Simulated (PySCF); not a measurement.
Al(F)(I)(OMe) (CH3AlFIO), SMILES C[O][Al]([F])[I].

The structure is a stationary point at PBE0-D3(BJ)/def2-SVP. The def2 effective core potentials stand for the cores of I; spin–orbit coupling is left out. One conformer was computed; it need not be the lowest.

These are PySCF with TDA-PBE0/def2-SVPD values and carry that method's errors.

Vertical excitations.  State labels are in the subgroup Cs.

| state | symmetry | energy (eV) | λ (nm) | f | main pairs |
|---|---|---|---|---|---|
| S1 | A' | 5.52 | 225 | 0.025 | HOMO→LUMO 99 % |
| S2 | A" | 5.56 | 223 | 0.026 | HOMO−1→LUMO 99 % |
| S3 | A" | 6.15 | 201 | 0.000 | HOMO→LUMO+1 99 % |
| S4 | A" | 6.21 | 200 | 0.036 | HOMO−2→LUMO 97 % |
| S5 | A' | 6.22 | 199 | 0.020 | HOMO−3→LUMO 84 %, HOMO−1→LUMO+1 14 % |
| S6 | A' | 6.62 | 187 | 0.096 | HOMO−1→LUMO+1 73 %, HOMO−3→LUMO 11 % |
| S7 | A" | 6.83 | 181 | 0.000 | HOMO−3→LUMO+1 99 % |
| S8 | A' | 7.22 | 172 | 0.082 | HOMO−2→LUMO+1 91 % |
| S9 | A' | 7.58 | 164 | 0.090 | HOMO→LUMO+2 83 % |
| S10 | A" | 7.64 | 162 | 0.073 | HOMO−1→LUMO+2 92 % |
| T1 | A' | 5.19 | 239 | 0 | HOMO→LUMO 97 % |
| T2 | A" | 5.24 | 236 | 0 | HOMO−1→LUMO 95 % |
| T3 | A' | 5.79 | 214 | 0 | HOMO−1→LUMO+1 58 %, HOMO−3→LUMO 34 % |
| T4 | A" | 5.84 | 212 | 0 | HOMO−2→LUMO 94 % |
Triplets are in the Tamm–Dancoff approximation.
